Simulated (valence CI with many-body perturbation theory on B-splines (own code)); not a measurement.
**Energy levels of In³⁶⁺**

Level of theory: valence CI with perturbative core correlation (CI+MBPT): three valence electrons over a frozen Dirac-Fock core [Ne], radial functions for each j: 11 s, 11 p, 9 d, 7 f, 5 g, 2 h, 1 i, with the one-electron correlation potential Σ1 (screened to all orders), the two-electron term Σ2, the three-electron term Σ3, Breit, model QED; selected single and double excitations, second order for the rest (own B-spline code, finite nucleus).

No measured spectrum was set against this ion. As an estimate, large intervals hold to a few tenths of a per cent, small ones and those within an open d or f shell to about a per cent.

Levels 46 to 71 of 71, with energies above the lowest level, (3s^2 3p1/2) J=1/2. "Leading %" is the weight of the configuration and term that name the level; weights of strongly mixed levels are sums over their largest components and can fall short. In the jj column 3d3/2^4 stands for four electrons in 3d with j = 3/2. Lifetimes count E1, E2, E3, M1 and M2 decay at the calculated energies, and are blank where another channel may lead or the interval is too uncertain; long ones can be off by a factor of two.

```tsv
No.	Configuration	Term	J	E (eV)	Leading %	Leading jj	Lifetime
46	3p²3d	⁴D	1/2	407.17	82	3p1/2 3p3/2 3d3/2 (98 %)	6.63 ps
47	3p²3d	⁴F	7/2	415.63	43	3p1/2 3p3/2 3d5/2 (97 %)	8.96 ps
48	3p²3d	²D	3/2	420.64	34	3p1/2 3p3/2 3d5/2 (53 %)	4.74 ps
49	3p²3d	⁴P	5/2	420.83	39	3p1/2 3p3/2 3d5/2 (51 %)	4.41 ps
50	3p²3d	²G	9/2	420.94	52	3p1/2 3p3/2 3d5/2 (94 %)	13.4 ps
51	3p²3d	⁴P	3/2	424.65	44	3p1/2 3p3/2 3d3/2 (49 %)	4.22 ps
52	3p²3d	⁴P	1/2	425.76	41	3p1/2 3p3/2 3d3/2 (86 %)	3.65 ps
53	3p²3d	²D	5/2	425.96	50	3p1/2 3p3/2 3d5/2 (70 %)	5.49 ps
54	3p²3d	²G	7/2	431.65	42	3p1/2 3p3/2 3d5/2 (66 %)	8.81 ps
55	3p²3d	²F	5/2	439.83	46	3p1/2 3p3/2 3d5/2 (57 %)	4.02 ps
56	3p²3d	²P	1/2	441.58	57	3p1/2 3p3/2 3d5/2 (86 %)	5.83 ps
57	3p²3d	²D	3/2	441.85	48	3p1/2 3p3/2 3d5/2 (70 %)	5.59 ps
58	3s3d²	⁴F	3/2	446.33	79	3s 3d3/2^2 (71 %)	3.24 ps
59	3s3d²	⁴F	5/2	449.15	80	3s 3d3/2^2 (60 %)	3.27 ps
60	3s3d²	⁴F	7/2	455.66	86	3s 3d3/2 3d5/2 (85 %)	4.20 ps
61	3s3d²	⁴P	1/2	458.98	27	3s 3d3/2^2 (41 %)	2.96 ps
62	3s3d²	²D	5/2	459.18	20	3s 3d3/2 3d5/2 (51 %)	3.75 ps
63	3p²3d	⁴D	7/2	460.37	36	3p3/2^2 3d5/2 (42 %)	6.46 ps
64	3s3d²	⁴F	9/2	460.44	60	3s 3d3/2 3d5/2 (58 %)	5.86 ps
65	3p²3d	⁴P	3/2	460.96	27	3p3/2^2 3d3/2 (55 %)	3.60 ps
66	3s3d²	⁴P	1/2	461.38	64	3s 3d3/2 3d5/2 (42 %)	3.56 ps
67	3s3d²	⁴P	3/2	465.19	91	3s 3d3/2 3d5/2 (89 %)	3.53 ps
68	3s3d²	⁴F	9/2	466.45	38	3s 3d5/2^2 (54 %)	6.57 ps
69	3s3d²	⁴P	5/2	467.54	70	3s 3d3/2 3d5/2 (65 %)	3.46 ps
70	3s3d²	²G	7/2	470.97	45	3s 3d3/2 3d5/2 (40 %)	5.12 ps
71	3s3d²	²P	3/2	477.31	31	3p3/2^2 3d5/2 (37 %)	3.96 ps
```
